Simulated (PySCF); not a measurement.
MSn cations for M along the second period

PBE0 with double-zeta basis sets in PySCF, for the lowest determinant that a PBE0 search found; no spin–orbit coupling. De refers to high-spin ground-configuration atoms (the charge goes to the atom of lower measured ionisation energy or higher electron affinity, which is not always the lowest computed limit). A positive dipole points towards Sn; it is taken about the centre of mass and depends on that origin.

| M | basis | charged atom | state (unpaired electrons) | Re (Å) | ωe (cm⁻¹) | De (eV) | μ (D) |
| --- | --- | --- | --- | --- | --- | --- | --- |
| Li | def2-SVP | Li+ | triplet (σ ↑, π ↑) | 3.012 | 209 | 0.82 | -9.61 |
| Be | x2c-SVPall | Sn+ | doublet (π ↑) | 2.555 | 352 | 1.57 | -5.67 |
| B | cc-pVDZ-PP/cc-pVDZ | Sn+ | triplet (σ ↑, π ↑) | 2.388 | 411 | 2.06 | -1.51 |
| C | x2c-SVPall | Sn+ | quartet (σ ↑, π ↑↑) | 2.120 | 610 | 2.81 | 0.82 |
| N | def2-SVP | Sn+ | triplet (π ↑↑) | 2.142 | 541 | 1.59 | 1.95 |
| O | x2c-SVPall | Sn+ | doublet (π ↑) | 2.002 | 648 | 3.11 | 2.63 |
| F | x2c-SVPall | Sn+ | singlet (closed shell) | 1.900 | 705 | 4.94 | 3.40 |

The shortest bond is that of SnF⁺ (1.900 Å), the longest that of LiSn⁺ (3.012 Å). SnF⁺ is bound most strongly (4.94 eV) and LiSn⁺ least (0.82 eV).

The rows differ in basis set, which adds steps of its own.

The state changes along the series, so neighbouring rows are not always alike in their bonding.

Spin–orbit coupling is left out, which matters for elements this heavy, above all for dissociation energies. For an ion De counts to the pair picked by the measured ionisation energies or electron affinities, which need not be the lowest pair at this level. States were picked by a PBE0 search and need not be the measured ground states.
